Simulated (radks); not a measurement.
Values are calculated unless marked as measured or tabulated.
Spherical jellium clusters: N electrons in a uniform positive sphere of charge N and radius rs N^(1/3), rs = 2.32 bohr. Level of theory: non-relativistic Kohn-Sham, LDA (Slater exchange, Perdew-Wang correlation), spin-polarised, spherical densities (a radial shooting solver with Libxc functionals). Levels are named by radial order and angular momentum (1s, 1p, 1d, 2s, ...), and open shells are averaged over m.

N = 5, configuration 1s2 1p(up 3, down 0). This is the lowest configuration that the search found. Occupied and some empty levels:

level,occupation,eigenvalue (eV),<r> (bohr)
1s up,1,-8.1716,2.908
1s down,1,-6.9232,2.898
1p up,3,-4.0855,3.985
1p down,0,-2.8727,4.210
2s up,0,-1.0303,6.856
2s down,0,-0.62594,7.919
1d up,0,-0.45608,6.199

Energy (eV): total -2.95035, kinetic 20.807, external -187.18, Hartree 86.417, exchange-correlation -25.886, background 102.89.
